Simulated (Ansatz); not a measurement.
Te (SMILES [Te]), triplet (core potentials on Te); WB97M-V/def2-SVP run with Ansatz (a program for electronic structure).

The Ansatz input:
Ansatz 0.2 input:
```yaml
crystal:
  periodic: [false, false, false]
  atoms:
    - {symbol: Te, position_ang: [0.00000000, 0.00000000, 0.00000000]}
basis:
  gaussian:
    orbitals: def2-SVP
hamiltonian:
  xc: {name: wB97M-V}
magnetization: {spin_polarized: true, initial_magnetization: 2}
accuracy: high
```

Q: What does Ansatz print? Leave out banner, timings and long lists.

A: 
```
Functional definition: wB97M-V
232 factors; integrals over basis functions are off by at most 1.6e-9 eV
80 factors; integrals over basis functions are off by at most 8.8e-10 eV
mean field evaluation 1: about -7291.2294 eV, gradient 2.1e0 eV
mean field evaluation 2: about -7291.2687 eV, gradient 4.9e-1 eV
mean field evaluation 4: about -7291.2817 eV, gradient 9.5e-2 eV
mean field evaluation 8: about -7291.2818 eV, gradient 7.0e-4 eV
mean field evaluation 16: about -7291.2818 eV, gradient 1.4e-8 eV
mean field -7291.28182080 eV, -267.9496647059 hartree, gradient 1.6e-8 eV, S^2 2.002196; 0 other end points of the search recorded, 0 dependent functions left out
reference -7291.28182271 eV, -267.9496647762 hartree; 13, 11 occupied and 13, 15 virtual orbitals, 232 factors
Total energy: -7291.28182271 eV, -267.9496647762 hartree
```
